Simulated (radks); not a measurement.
Neutral technetium, 43 electrons, occupied as [Kr] 4d5 5s2.

Method: Dirac Kohn-Sham, PBE, spin-unpolarised, spherical densities, finite nucleus; open shells fill j = l - 1/2 first; Fermi nuclear charge, rms radius 4.4112 fm; computed with a radial shooting solver on a logarithmic mesh with Libxc functionals.

Energy parts (eV):
total: -116634.183
kinetic: 121152.150
electron-nucleus: -281846.135
Hartree: 47555.477
exchange-correlation: -3495.675

Orbitals (lengths in bohr, moments of r in powers of bohr; r(max) is where P^2 peaks):
orbital  occ.  eigenvalue (eV)   <1/r>   r(max)      <r^4>  small-component weight
1s1/2       2        -20857.33   44.71  0.02228  6.520e-06                2.46e-02
2s1/2       2        -2974.987   10.20   0.1263   0.001196                5.07e-03
2p1/2       2        -2743.286   10.18  0.09814  0.0007910                5.08e-03
2p3/2       4        -2625.034   9.668   0.1020  0.0008906                4.91e-03
3s1/2       2        -518.1181   3.507   0.3725    0.06034                1.37e-03
3p1/2       2        -429.0730   3.408   0.3595    0.06189                1.31e-03
3p3/2       4        -409.2992   3.284   0.3689    0.06825                1.27e-03
3d3/2       4        -251.8046   3.102   0.3099    0.06895                1.15e-03
3d5/2       6        -248.0038   3.070   0.3126    0.07116                1.14e-03
4s1/2       2         -73.2199   1.297   0.9496      2.435                3.19e-04
4p1/2       2         -47.2315   1.175    1.007      3.688                2.70e-04
4p3/2       4         -44.2871   1.139    1.031      4.104                2.59e-04
4d3/2       4          -6.7634  0.7938    1.264      28.63                1.36e-04
4d5/2       1          -6.4788  0.7834    1.276      30.48                1.33e-04
5s1/2       2          -5.0269  0.3884    2.740      262.0                3.52e-05
5p1/2       0          -1.4854  0.2743    3.603       1236                1.69e-05
5p3/2       0          -1.3539  0.2643    3.726       1427                1.57e-05

The highest occupied level is 5s1/2 at -5.027 eV. Summed over all electrons, <r^2> = 59.03 bohr^2, which gives a Langevin (diamagnetic) susceptibility term of -46.8 x 10^-6 cm^3/mol. The density falls to 0.001 e/bohr^3 at r = 4.75 bohr. The electron density at the nucleus is 1.002e+05 e/bohr^3.
